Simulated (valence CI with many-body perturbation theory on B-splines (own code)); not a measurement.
## Ir⁵³⁺: E2, M1 decay

Method: relativistic CI+MBPT: six valence electrons over a frozen Dirac-Fock core [Ar], radial functions for each j: 7 s, 7 p, 8 d, 6 f, 4 g, 1 h, with the one-electron correlation potential Σ1, the two-electron term Σ2, the three-electron term Σ3, Breit, model QED; selected CI, second order for the rest, scaled by the run's own slope (own B-spline code, finite nucleus).

No measured spectrum was set against this ion. As an estimate, large intervals hold to a few tenths of a per cent, small ones and those within an open d or f shell to about a per cent. Core correlation moves these levels by up to 17000 cm⁻¹, and in measured spectra 5 to 20 % of such shifts remained as error; rates that hang on mixing are uncertain with them. Among the levels kept, up to 1100 cm⁻¹ of a level comes from second order outside the variational space, and about a tenth of that is noise between levels of different J, which matters for small intervals. The list stops below the first excitations out of the core. Only levels of the ground parity were solved; by the run's estimate the other parity begins above the list, which can be wrong where configurations are misplaced.

Lines 51 to 99 of 99 in falling wavelength, among levels below 2183600 cm⁻¹, chosen from the decays that carry over 1 % of a level's rate. Wavelengths and rates use the calculated energies. Electric multipoles are in the length gauge with retardation, E1 and E2 with the static RPA response of the core. M1 uses the relativistic operator with retardation. S is in atomic units (e²a₀⁴ for E2 and M2, e²a₀⁶ for E3), for M1 in squared Bohr magnetons. Weak lines are less certain than strong ones. Lines between different terms over intervals too small for the method are left out, as are lines whose strength nearly cancels. The highest levels of a list are the least certain.

Levels are named by their leading jj configuration (3d3/2^4 stands for four electrons in 3d with j = 3/2), which in mixed levels can hold well under half, so a name can repeat and another be missing. Letters in brackets count levels of one name in rising energy.

```csv
λ vac (Å),Upper,Lower,Type,A (s⁻¹),S (a.u.)
142.9,(3d3/2^3 3d5/2^3) J=5,(3d3/2^4 3d5/2^2) J=4,M1,1.20e+06,1.42e+00
142.9,(3d3/2^2 3d5/2^4) J=4 [b],(3d3/2^3 3d5/2^3) J=3 [b],M1,8.64e+05,8.41e-01
142.6,(3d3/2 3d5/2^5) J=1,(3d3/2^2 3d5/2^4) J=0 [a],M1,4.31e+06,1.39e+00
141.7,(3d3/2^3 3d5/2^3) J=3 [b],(3d3/2^4 3d5/2^2) J=2,M1,5.64e+05,4.17e-01
141.7,(3d3/2^2 3d5/2^4) J=6,(3d3/2^3 3d5/2^3) J=5,M1,1.04e+06,1.42e+00
141.4,(3d3/2^2 3d5/2^4) J=6,(3d3/2^3 3d5/2^3) J=6,M1,2.49e+06,3.40e+00
140.8,(3d3/2^2 3d5/2^4) J=4 [a],(3d3/2^3 3d5/2^3) J=4 [a],M1,8.32e+06,7.74e+00
140.2,(3d3/2^2 3d5/2^4) J=2 [b],(3d3/2^3 3d5/2^3) J=3 [b],M1,1.62e+06,8.27e-01
140.0,(3d3/2^2 3d5/2^4) J=4 [c],(3d3/2^3 3d5/2^3) J=3 [c],M1,2.51e+06,2.30e+00
139.2,(3d3/2 3d5/2^5) J=2,(3d3/2^2 3d5/2^4) J=1,M1,3.77e+06,1.88e+00
137.8,(3d3/2^2 3d5/2^4) J=2 [b],(3d3/2^3 3d5/2^3) J=2 [a],M1,2.83e+06,1.37e+00
137.7,(3d3/2 3d5/2^5) J=1,(3d3/2^2 3d5/2^4) J=2 [a],M1,1.69e+07,4.90e+00
136.1,(3d3/2^2 3d5/2^4) J=4 [c],(3d3/2^3 3d5/2^3) J=4 [b],M1,1.96e+06,1.65e+00
135.5,(3d3/2^2 3d5/2^4) J=3 [a],(3d3/2^3 3d5/2^3) J=4 [a],M1,3.43e+06,2.21e+00
134.4,(3d3/2 3d5/2^5) J=4,(3d3/2^2 3d5/2^4) J=5,M1,4.58e+06,3.70e+00
134.2,(3d3/2^2 3d5/2^4) J=5,(3d3/2^3 3d5/2^3) J=4 [a],M1,3.51e+05,3.45e-01
133.8,(3d3/2^2 3d5/2^4) J=3 [a],(3d3/2^3 3d5/2^3) J=3 [a],M1,4.17e+06,2.59e+00
133.1,(3d3/2 3d5/2^5) J=4,(3d3/2^2 3d5/2^4) J=3 [a],M1,1.51e+05,1.19e-01
129.4,(3d3/2^3 3d5/2^3) J=3 [b],(3d3/2^4 3d5/2^2) J=4,M1,1.71e+06,9.64e-01
129.4,(3d3/2^2 3d5/2^4) J=4 [b],(3d3/2^3 3d5/2^3) J=5,M1,3.43e+06,2.48e+00
128.3,(3d3/2 3d5/2^5) J=4,(3d3/2^2 3d5/2^4) J=4 [a],M1,7.47e+06,5.27e+00
127.8,(3d3/2^3 3d5/2^3) J=0,(3d3/2^4 3d5/2^2) J=2,E2,6.46e+03,1.97e-04
126.5,(3d3/2^2 3d5/2^4) J=1,(3d3/2^3 3d5/2^3) J=1 [a],M1,3.04e+06,6.84e-01
124.4,(3d3/2 3d5/2^5) J=2,(3d3/2^2 3d5/2^4) J=3 [a],M1,5.10e+06,1.82e+00
124.3,(3d3/2^2 3d5/2^4) J=3 [b],(3d3/2^3 3d5/2^3) J=4 [a],M1,6.13e+05,3.05e-01
123.0,(3d3/2^2 3d5/2^4) J=2 [c],(3d3/2^3 3d5/2^3) J=3 [b],M1,3.36e+05,1.16e-01
122.1,(3d3/2^2 3d5/2^4) J=2 [b],(3d3/2^3 3d5/2^3) J=1 [a],M1,1.02e+05,3.45e-02
121.2,(3d3/2^2 3d5/2^4) J=2 [c],(3d3/2^3 3d5/2^3) J=2 [a],M1,4.67e+05,1.54e-01
120.3,(3d3/2^3 3d5/2^3) J=1 [b],(3d3/2^4 3d5/2^2) J=2,M1,2.62e+05,5.07e-02
120.1,(3d3/2^3 3d5/2^3) J=2 [b],(3d3/2^4 3d5/2^2) J=2,M1,5.48e+05,1.76e-01
118.5,(3d3/2^3 3d5/2^3) J=3 [c],(3d3/2^4 3d5/2^2) J=2,M1,8.62e+05,3.72e-01
117.9,(3d3/2^2 3d5/2^4) J=4 [b],(3d3/2^3 3d5/2^3) J=3 [a],M1,4.15e+05,2.27e-01
117.3,(3d3/2^2 3d5/2^4) J=4 [c],(3d3/2^3 3d5/2^3) J=3 [b],M1,6.54e+04,3.52e-02
116.1,(3d3/2^2 3d5/2^4) J=2 [b],(3d3/2^3 3d5/2^3) J=3 [a],M1,8.99e+05,2.61e-01
115.9,(3d3/2^2 3d5/2^4) J=2 [d],(3d3/2^3 3d5/2^3) J=3 [c],M1,1.37e+06,3.95e-01
114.3,(3d3/2^2 3d5/2^4) J=2 [d],(3d3/2^3 3d5/2^3) J=2 [b],M1,3.22e+05,8.91e-02
114.2,(3d3/2^2 3d5/2^4) J=2 [d],(3d3/2^3 3d5/2^3) J=1 [b],M1,1.67e+06,4.63e-01
113.5,(3d3/2 3d5/2^5) J=2,(3d3/2^2 3d5/2^4) J=2 [a],M1,1.85e+06,5.02e-01
112.3,(3d3/2^3 3d5/2^3) J=4 [b],(3d3/2^4 3d5/2^2) J=4,M1,6.64e+04,3.14e-02
112.3,(3d3/2^3 3d5/2^3) J=4 [b],(3d3/2^4 3d5/2^2) J=4,E2,1.45e+03,2.09e-04
109.8,(3d3/2^3 3d5/2^3) J=3 [c],(3d3/2^4 3d5/2^2) J=4,M1,7.05e+05,2.42e-01
104.1,(3d3/2^2 3d5/2^4) J=2 [c],(3d3/2^3 3d5/2^3) J=3 [a],M1,7.24e+05,1.51e-01
100.9,(3d3/2^2 3d5/2^4) J=4 [c],(3d3/2^3 3d5/2^3) J=4 [a],M1,6.37e+05,2.18e-01
99.94,(3d3/2^2 3d5/2^4) J=4 [c],(3d3/2^3 3d5/2^3) J=3 [a],M1,4.17e+05,1.39e-01
99.89,(3d3/2^2 3d5/2^4) J=2 [d],(3d3/2^3 3d5/2^3) J=3 [b],M1,1.14e+06,2.12e-01
98.66,(3d3/2^2 3d5/2^4) J=2 [d],(3d3/2^3 3d5/2^3) J=2 [a],M1,3.22e+05,5.73e-02
97.30,(3d3/2^2 3d5/2^4) J=0 [b],(3d3/2^3 3d5/2^3) J=1 [b],M1,6.79e+06,2.32e-01
90.33,(3d3/2^2 3d5/2^4) J=2 [d],(3d3/2^3 3d5/2^3) J=1 [a],M1,2.44e+05,3.33e-02
79.40,(3d3/2^2 3d5/2^4) J=0 [b],(3d3/2^3 3d5/2^3) J=1 [a],M1,1.55e+05,2.88e-03
```
